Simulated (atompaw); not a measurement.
**An all-electron radial function and its pseudo partner (nitrogen)**

Columns: radius, all-electron u(r) and pseudo u(r) of the 2p shell (level -13.44 eV) of nitrogen in the configuration [He] 2s2 2p2.5; PBE, scalar-relativistic, PAW (atompaw) scheme, atompaw 4.2.0.5.

```
r (bohr)  all-electron  pseudo
   0.106        0.0852  0.0055
   0.212        0.2457  0.0218
   0.317        0.4072  0.0478
   0.423        0.5461  0.0830
   0.529        0.6536  0.1255
   0.635        0.7313  0.1735
   0.740        0.7813  0.2245
   0.846        0.8080  0.2771
   0.952        0.8154  0.3288
   1.058        0.8079  0.3773
   1.163        0.7894  0.4205
   1.269        0.7627  0.4573
   1.375        0.7305  0.4863
   1.481        0.6946  0.5065
   1.587        0.6567  0.5176
   1.692        0.6183  0.5198
   1.798        0.5795  0.5137
   1.904        0.5413  0.5001
   2.010        0.5042  0.4805
   2.115        0.4688  0.4565
   2.221        0.4348  0.4292
   2.327        0.4025  0.4004
   2.433        0.3720  0.3715
   2.538        0.3437  0.3436
   2.644        0.3169  0.3169
   2.750        0.2919  0.2919
```

(1) How many radial nodes do the two functions have?

(2) Is the pseudo-wave norm-conserving?

## Answers

(1) The all-electron 2p function has n − l − 1 = 0; the pseudo-wave has 0.

(2) No, it belongs to a PAW set: the norm inside the radius is not constrained, and the difference is carried by the augmentation charge.
